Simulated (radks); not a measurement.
Question: Calculated with a radial shooting solver on a logarithmic mesh with Libxc functionals: scalar-relativistic Kohn-Sham, LB94 model potential, spin-polarised, spherical densities, finite nucleus; Fermi nuclear charge, rms radius of each element as measured or else 0.836 A^(1/3) + 0.57 fm. Response by self-consistent Sternheimer equations with the Hartree and adiabatic LDA kernel, the relativistic mass of each level held fixed and spin-orbit coupling left out. Rank F5+, O4+, Be, Ne6+, Mg8+, C2+, N3+, B+ (NIST ground configurations) by static dipole polarisability, largest first.

Answer: Be 42.85, B+ 10.92, C2+ 4.347, N3+ 2.160, O4+ 1.227, F5+ 0.7628, Ne6+ 0.5058, Mg8+ 0.2547 bohr^3.
